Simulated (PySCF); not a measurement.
Basis-set dependence of population analyses: `N[SiH2]S[SiH2]P`

Species: H₈NPSSi₂.
Geometry (PBE0-D3(BJ)/def2-SVP, Å), atoms numbered from 1 in this order:
```xyz
13
H8NPSSi2 angstrom
N      1.592    0.461   -0.806
Si     1.634   -0.420    0.675
S     -0.130   -0.098    1.865
Si    -1.621   -0.685    0.424
P     -2.293    0.929   -1.006
H      1.849    0.024   -1.682
H      1.663    1.471   -0.842
H      2.732   -0.033    1.609
H      1.767   -1.851    0.275
H     -2.801   -1.135    1.217
H     -1.104   -1.827   -0.392
H     -0.943    1.223   -1.365
H     -2.337    1.927    0.016
```

PBE0 throughout (PySCF), one geometry, spherical d and f functions. One conformer (not necessarily the lowest) at the PBE0-D3(BJ)/def2-SVP geometry, without solvent, vibrations or thermal averaging. Atoms taken as equivalent share a column and are averaged. The first 7 of 9 kinds of atom are listed.

Mulliken charges (e):

| basis | functions | N1 | Si2 | S3 | Si4 | P5 | H6/H7 | H8/H9 |
| --- | --- | --- | --- | --- | --- | --- | --- | --- |
| STO-3G | 49 | -0.597 | +0.617 | -0.207 | +0.340 | +0.136 | +0.173 | -0.122 |
| 6-31G | 77 | -1.016 | +0.737 | -0.400 | +0.350 | -0.088 | +0.349 | -0.089 |
| pcSseg-0 | 77 | -1.052 | +0.803 | -0.602 | +0.348 | -0.363 | +0.339 | -0.032 |
| 6-31G* | 102 | -0.922 | +0.547 | -0.371 | +0.274 | -0.173 | +0.363 | -0.059 |
| cc-pVDZ | 126 | -0.304 | +0.358 | -0.315 | +0.194 | -0.131 | +0.120 | -0.044 |
| def2-SVP | 126 | -0.412 | +0.508 | -0.425 | +0.317 | -0.125 | +0.149 | -0.065 |
| aug-cc-pVDZ | 203 | -0.304 | +0.134 | -0.631 | -0.163 | -0.982 | -0.018 | +0.282 |
| 6-311+G(2d,p) | 215 | -0.820 | +0.541 | -0.248 | +0.349 | -0.314 | +0.241 | -0.053 |
| def2-TZVP | 227 | -0.637 | +0.344 | -0.313 | +0.219 | -0.255 | +0.251 | -0.017 |
| cc-pVTZ | 278 | -0.346 | +0.268 | -0.282 | +0.207 | -0.153 | +0.155 | -0.027 |
| IGLO-III | 291 | -0.676 | +0.950 | -0.691 | +0.779 | -0.106 | +0.202 | -0.162 |
| pcSseg-2 | 320 | -0.605 | +0.648 | -0.370 | +0.388 | -0.029 | +0.187 | -0.111 |

IAO charges (e):

| basis | functions | N1 | Si2 | S3 | Si4 | P5 | H6/H7 | H8/H9 |
| --- | --- | --- | --- | --- | --- | --- | --- | --- |
| STO-3G | 49 | -0.701 | +0.715 | -0.304 | +0.427 | +0.045 | +0.199 | -0.123 |
| 6-31G | 77 | -0.818 | +0.655 | -0.389 | +0.354 | -0.123 | +0.278 | -0.085 |
| pcSseg-0 | 77 | -0.794 | +0.663 | -0.401 | +0.333 | -0.145 | +0.265 | -0.085 |
| 6-31G* | 102 | -0.839 | +0.790 | -0.433 | +0.478 | -0.099 | +0.272 | -0.126 |
| cc-pVDZ | 126 | -0.833 | +0.788 | -0.432 | +0.481 | -0.111 | +0.270 | -0.126 |
| def2-SVP | 126 | -0.826 | +0.801 | -0.432 | +0.491 | -0.105 | +0.266 | -0.133 |
| aug-cc-pVDZ | 203 | -0.859 | +0.792 | -0.438 | +0.486 | -0.119 | +0.279 | -0.124 |
| 6-311+G(2d,p) | 215 | -0.871 | +0.823 | -0.444 | +0.507 | -0.107 | +0.280 | -0.133 |
| def2-TZVP | 227 | -0.871 | +0.835 | -0.447 | +0.516 | -0.108 | +0.279 | -0.137 |
| cc-pVTZ | 278 | -0.866 | +0.823 | -0.445 | +0.506 | -0.115 | +0.279 | -0.133 |
| IGLO-III | 291 | -0.873 | +0.829 | -0.442 | +0.508 | -0.106 | +0.280 | -0.135 |
| pcSseg-2 | 320 | -0.873 | +0.830 | -0.442 | +0.507 | -0.106 | +0.280 | -0.136 |

Hirshfeld charges (e):

```
        basis  functions      N1     Si2      S3     Si4      P5   H6/H7   H8/H9
       STO-3G         49  -0.322  +0.423  -0.193  +0.282  +0.064  +0.094  -0.088
        6-31G         77  -0.304  +0.335  -0.217  +0.230  -0.034  +0.126  -0.068
     pcSseg-0         77  -0.304  +0.354  -0.212  +0.247  -0.029  +0.123  -0.074
       6-31G*        102  -0.290  +0.317  -0.201  +0.233  -0.038  +0.130  -0.073
      cc-pVDZ        126  -0.291  +0.328  -0.177  +0.239  -0.024  +0.126  -0.080
     def2-SVP        126  -0.295  +0.331  -0.168  +0.241  -0.020  +0.126  -0.082
  aug-cc-pVDZ        203  -0.310  +0.336  -0.172  +0.242  -0.026  +0.124  -0.076
6-311+G(2d,p)        215  -0.304  +0.334  -0.173  +0.240  -0.023  +0.124  -0.077
    def2-TZVP        227  -0.305  +0.329  -0.169  +0.238  -0.026  +0.126  -0.078
      cc-pVTZ        278  -0.304  +0.330  -0.172  +0.239  -0.026  +0.126  -0.078
     IGLO-III        291  -0.310  +0.326  -0.156  +0.237  -0.019  +0.124  -0.077
     pcSseg-2        320  -0.311  +0.338  -0.174  +0.245  -0.026  +0.125  -0.078
```

ESP-fitted charges (e):

```csv
basis,functions,N1,Si2,S3,Si4,P5,H6/H7,H8/H9
STO-3G,49,-0.611,+0.582,-0.325,+0.387,-0.242,+0.225,-0.111
6-31G,77,-0.954,+0.663,-0.514,+0.483,-0.476,+0.380,-0.095
pcSseg-0,77,-0.950,+0.802,-0.550,+0.510,-0.517,+0.367,-0.130
6-31G*,102,-0.822,+0.427,-0.374,+0.387,-0.357,+0.355,-0.061
cc-pVDZ,126,-0.678,+0.324,-0.298,+0.309,-0.293,+0.308,-0.048
def2-SVP,126,-0.720,+0.418,-0.328,+0.341,-0.313,+0.315,-0.070
aug-cc-pVDZ,203,-0.756,+0.329,-0.287,+0.320,-0.283,+0.328,-0.043
"6-311+G(2d,p)",215,-0.766,+0.316,-0.278,+0.323,-0.284,+0.334,-0.042
def2-TZVP,227,-0.754,+0.334,-0.278,+0.322,-0.277,+0.331,-0.050
cc-pVTZ,278,-0.739,+0.353,-0.287,+0.323,-0.277,+0.324,-0.055
IGLO-III,291,-0.744,+0.292,-0.251,+0.267,-0.246,+0.329,-0.039
pcSseg-2,320,-0.801,+0.419,-0.329,+0.374,-0.313,+0.337,-0.064
```

Some averages cover members that differ in this geometry, most widely: H8/H9, Mulliken in aug-cc-pVDZ +0.238 to +0.326; H8/H9, ESP-fitted in IGLO-III -0.052 to -0.026; H8/H9, ESP-fitted in aug-cc-pVDZ -0.056 to -0.030; H8/H9, ESP-fitted in 6-311+G(2d,p) -0.054 to -0.029 e.

**Question.** Which scheme is steadiest as the basis changes?

**Answer.** Largest range over the bases for any column: Hirshfeld 0.11 e, IAO 0.19 e, ESP-fitted 0.51 e, Mulliken 1.12 e. Hirshfeld charges move least and Mulliken charges most, counted in e. Without the minimal STO-3G basis the ranges are Hirshfeld 0.06, IAO 0.18, ESP-fitted 0.51, Mulliken 0.95 e.

**Question.** How much do the charges still move between the two largest bases, IGLO-III and pcSseg-2?

**Answer.** At most, over all atoms: Mulliken 0.391 e, IAO 0.001 e, Hirshfeld 0.018 e, ESP-fitted 0.127 e.

**Question.** What do the same runs give for the total energy, the frontier levels and the dipole moment?

**Answer.** 
```csv
basis,energy (Eh),HOMO (eV),LUMO (eV),μ (D)
STO-3G,-1361.8830,-3.18,5.21,1.85
6-31G,-1377.3606,-6.97,-0.08,3.22
pcSseg-0,-1375.8690,-7.19,-0.12,3.38
6-31G*,-1377.5083,-6.97,0.03,2.79
cc-pVDZ,-1377.5918,-6.93,0.16,2.50
def2-SVP,-1377.1381,-6.97,0.22,2.57
aug-cc-pVDZ,-1377.6074,-7.03,-0.49,2.20
"6-311+G(2d,p)",-1377.6594,-7.05,-0.42,2.22
def2-TZVP,-1377.6686,-7.04,-0.15,2.27
cc-pVTZ,-1377.6790,-7.03,-0.08,2.30
IGLO-III,-1377.6638,-6.99,-0.11,2.17
pcSseg-2,-1377.6950,-7.09,-0.29,2.32
```

The dipole is fixed by the density alone, so its range of 1.53 D shows that the density itself changes with the basis, not only its division among atoms.
